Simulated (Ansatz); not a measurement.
Computed with Ansatz on PBE0-D4/def2-TZVP structures; ΔE is electronic, products minus reactants. CCSD(T)/CBS adds triple-zeta CCSD(T) − MP2 to the extrapolated MP2 energy (def2 sets, frozen cores). This one scheme is used for every species. Functionals use def2-TZVPP. For Ge outer-core shells are correlated without core-valence functions, which leaves a few kJ/mol of doubt a bond. Scalar relativity is left out up to krypton. Each species was taken in one conformer, which may not be the lowest.

Reaction (hydrogenolysis of a Ge–S bond): `C[O][GeH]([SH])[Cl]` + H₂ → `C[O][GeH2][Cl]` + H₂S

`C[O][GeH]([SH])[Cl]`:

```xyz
10

C     0.135    1.554    0.246
O     0.487    0.717   -0.836
Ge    0.089   -0.994   -0.801
S     0.862   -1.992    1.015
Cl   -2.057   -1.177   -0.762
H     0.551    2.543    0.045
H    -0.953    1.646    0.344
H     0.547    1.187    1.192
H     0.659   -1.581   -2.088
H    -0.321   -1.904    1.645
```

H₂:

Cartesian coordinates in Å:
```
H -0.106 -0.328 0.142
H 0.106 0.328 -0.142
```

`C[O][GeH2][Cl]`:

```xyz
9

C     1.377   -0.376    0.020
O     0.057   -0.776    0.315
Ge   -1.245    0.370   -0.027
Cl   -3.028   -0.663    0.529
H     2.041   -1.199    0.289
H     1.516   -0.160   -1.047
H     1.681    0.508    0.596
H    -1.298    0.678   -1.532
H    -1.101    1.619    0.856
```

H₂S:

Cartesian coordinates in Å:
```
S 0.305 0.045 0.537
H 0.684 -0.162 -0.733
H -0.990 0.117 0.195
```

Task: Is it downhill or uphill in electronic energy at CCSD(T)/CBS, and by how much? (Best estimate.)

Result: Computed: Uphill: ΔE = +10.9 kcal/mol.

Task: What do these levels give: B2PLYP, HF/def2-TZVPP, CCSD/def2-TZVPP, HF/def2-QZVPP, MP2/def2-QZVPP, HF/CBS(def2)? (Estimate.)

Result: Ansatz gave: B2PLYP 9.7, HF/def2-TZVPP 4.4, CCSD/def2-TZVPP 8.7, HF/def2-QZVPP 4.1, MP2/def2-QZVPP 13.0, HF/CBS(def2) 4.0 kcal/mol.

Largest T1 diagnostic among the species: 0.011.

The D4 term adds +3.3 kcal/mol with B3LYP and +1.8 kcal/mol with PBE0; it sums over pairs of atoms, weighted by their polarisabilities, and B3LYP, whose exchange is more repulsive, gets the larger term. From PBE to PBE0 (25 % exact exchange), in def2-TZVPP and without D4, ΔE moves by −1.1 kcal/mol. In def2-TZVPP, CCSD(T) changes the Hartree–Fock value by +5.9 kcal/mol (the triples alone add +1.6 kcal/mol) and MP2 by +8.3 kcal/mol.

B3LYP here is the variant with VWN-RPA as its local correlation; programs differ in this.
